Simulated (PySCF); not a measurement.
stibine cation (H₃Sb), SMILES [SbH3] (connectivity only; charge and spin as stated), charge +1, multiplicity 2. Atoms are numbered in the order given.

```xyz
4

Sb     0.0000     0.0000     0.0306
H     -1.3776    -0.7954    -0.5201
H      0.0000     1.5907    -0.5201
H      1.3776    -0.7954    -0.5201
```
Charge +1, spin multiplicity 2.

Coordinates come from a B3LYP-D3(BJ)/def2-TZVPD optimisation. The multiplicity is an assumed one; other spin states were not compared. The def2 effective core potentials stand for the cores of Sb; spin–orbit coupling is left out.

Calculation: M06-2X/def2-TZVPD (PySCF).

Mulliken values depend strongly on the basis, most of all with diffuse functions as here. ESP charges are fitted to the potential on shells at 1.4 to 2.0 van der Waals radii. Atomic charges (e):

| atom | Mulliken | ESP fit | Mulliken spin |
|---|---|---|---|
| Sb1 | 0.37 | [?] | 0.94 |
| H2 | 0.21 | [?] | 0.02 |
| H3 | 0.21 | [?] | 0.02 |
| H4 | 0.21 | [?] | 0.02 |

Problem. What belongs in the gaps? (An estimate is asked for; the answer gives what the named calculation found.)

Solution. 
- Sb1, ESP fit: 0.78
- H2, ESP fit: 0.07
- H3, ESP fit: 0.07
- H4, ESP fit: 0.07
